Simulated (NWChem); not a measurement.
System: AlH4 anion; SMILES [AlH4-]

```xyz
5

Al     0.0000     0.0000     0.0000
H     -0.9488     0.9488    -0.9488
H      0.9488    -0.9488    -0.9488
H     -0.9488    -0.9488     0.9488
H      0.9488     0.9488     0.9488
```
Atoms are numbered in this order, from 1.

Computed with NWChem. Pople sets run with spherical d functions. Sets without diffuse functions describe the anion's extra electron poorly. The geometry was optimised at B3LYP/def2-SVPD. Atomic charges in e: unrestrained fits to the electrostatic potential beside Mulliken populations; buried atoms are poorly determined by the fit.

Q: Estimate the computed values for Hartree-Fock/6-31G*. Quantities: ESP Al1; Mulliken Al1; relative RMS misfit of the potential (%).

A: 
- ESP Al1: 0.46
- Mulliken Al1: 0.25
- relative RMS misfit of the potential (%): 5
